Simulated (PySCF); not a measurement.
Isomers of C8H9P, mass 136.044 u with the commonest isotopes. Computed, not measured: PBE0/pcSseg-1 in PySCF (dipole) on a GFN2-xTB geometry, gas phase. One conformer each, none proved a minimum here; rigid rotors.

Question: Order these by out-of-plane moment Σ m c² = (Ia + Ib − Ic)/2, smallest first.
A. `[cH:1]1[cH:2][c:3]([CH:4]2[CH2:5][CH2:6]2)[cH:7][cH:8][p:9]1` with C2–C3–C4–C5 -145°
B. `[H]/[P:3]=[C:2](\[CH3:1])[c:4]1[cH:5][cH:6][cH:7][cH:8][cH:9]1` with C1–C2–C4–C5 -6°
C. `[CH:1]#[C:2][P:3]1[CH:4]=[CH:5][CH:6]([CH3:7])[CH:8]=[CH:9]1` with C2–P3–C4–C5 -133°, C4–C5–C6–C7 -82°, C5–C6–C8–C9 -39°, C2–P3–C9–C8 134°

Answer: B (2.09 u·Å²), A (19.78 u·Å²), C (54.64 u·Å²).

Question: Order these by dipole moment, largest first.
A. `[H]/[P:3]=[C:2](\[CH3:1])[c:4]1[cH:5][cH:6][cH:7][cH:8][cH:9]1` with C1–C2–C4–C5 -6°
B. `[CH:1]#[C:2][P:3]1[CH:4]=[CH:5][CH:6]([CH3:7])[CH:8]=[CH:9]1` with C2–P3–C4–C5 -133°, C4–C5–C6–C7 -82°, C5–C6–C8–C9 -39°, C2–P3–C9–C8 134°
C. `[cH:1]1[cH:2][c:3]([CH:4]2[CH2:5][CH2:6]2)[cH:7][cH:8][p:9]1` with C2–C3–C4–C5 -145°

Answer: C (2.53 D), A (1.73 D), B (1.45 D).

Question: Order these by rotational constant A, largest first.
A. `[cH:1]1[cH:2][c:3]([CH:4]2[CH2:5][CH2:6]2)[cH:7][cH:8][p:9]1` with C2–C3–C4–C5 -145°
B. `[CH:1]#[C:2][P:3]1[CH:4]=[CH:5][CH:6]([CH3:7])[CH:8]=[CH:9]1` with C2–P3–C4–C5 -133°, C4–C5–C6–C7 -82°, C5–C6–C8–C9 -39°, C2–P3–C9–C8 134°
C. `[H]/[P:3]=[C:2](\[CH3:1])[c:4]1[cH:5][cH:6][cH:7][cH:8][cH:9]1` with C1–C2–C4–C5 -6°

Answer: A (3906 MHz), B (3249 MHz), C (2944 MHz).

```json
{"SMILES": "C#CP1C=CC(C)C=C1", "point group": "Cs", "Ia (u·Å²)": "155.57", "Ib (u·Å²)": "522.20", "Ic (u·Å²)": "568.49", "κ": "-0.93", "μa (D)": "1.01", "μb (D)": "0.00", "μc (D)": "1.04"}
{"SMILES": "[H]/P=C(\\C)c1ccccc1", "point group": "near Cs", "Ia (u·Å²)": "171.69", "Ib (u·Å²)": "528.58", "Ic (u·Å²)": "696.08", "κ": "-0.79", "μa (D)": "0.82", "μb (D)": "1.52", "μc (D)": "0.08"}
{"SMILES": "c1cc(C2CC2)ccp1", "point group": "Cs", "Ia (u·Å²)": "129.38", "Ib (u·Å²)": "603.18", "Ic (u·Å²)": "693.00", "κ": "-0.93", "μa (D)": "2.51", "μb (D)": "0.35", "μc (D)": "0.00"}
```
